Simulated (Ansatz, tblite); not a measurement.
Cost and result up the ladder for [In(OMe)H3]- (CH₆InO⁻) (9 atoms). The state is a singlet with charge -1. Geometry: r2SCAN-D4/def2-TZVPD.

```xyz
9

In    0.344    0.284   -1.450
O    -0.980   -0.232    0.101
C    -0.437   -0.293    1.369
H     0.385   -1.036    1.467
H    -1.206   -0.584    2.113
H    -0.015    0.674    1.721
H     0.975    1.884   -1.007
H    -0.668    0.271   -2.896
H     1.602   -0.969   -1.418
```

Ansatz on 4 threads of Arm Neoverse V1 on a shared host; xTB runs through tblite on one thread. Times are rough, summed over both states, and most runs start from the orbitals of an earlier one. PBE0-D4/def2-TZVPD serves as the yardstick here, not as an exact answer. The other state is a triplet.

In the def2 sets In takes a core potential; there is no spin–orbit coupling. The xTB rows come from tblite.

xTB has no spin-polarisation term.

```csv
level,functions,wall time,vertical triplet (eV),difference from PBE0-D4/def2-TZVPD (eV),remarks
GFN2-xTB,23,0.008 s,7.15,2.64,–
PBE-D4/def2-TZVPD,187,10 s,4.13,-0.38,HOMO above zero (triplet)
PBE0-D4/def2-TZVPD,187,13 s,4.51,0.00,HOMO above zero (triplet)
r2SCAN-D4/def2-TZVPD (with forces),187,21 s,4.39,-0.12,HOMO above zero (triplet)
```
